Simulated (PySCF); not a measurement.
pyridine (C₅H₅N), SMILES c1ccncc1.

Geometry: B3LYP-D3(BJ)/def2-SVP.

Calculation: PBE0/def2-TZVP (PySCF).

```yaml
total_energy: -248.07496 hartree
point_group: C2v
highest_occupied_level: -7.41 eV
lowest_empty_level: -0.86 eV
orbital_gap: 6.55 eV
dipole_moment: 0.461 e·Å
quadrupole, principal values (traceless, Buckingham form, about the centre of nuclear charge): -5.38, -2.51, 7.88 D·Å
mean_static_polarisability: 60.3 bohr³ (8.93 Å³)
polarisability_principal_values: 35.7, 69.8, 75.3 bohr³
```
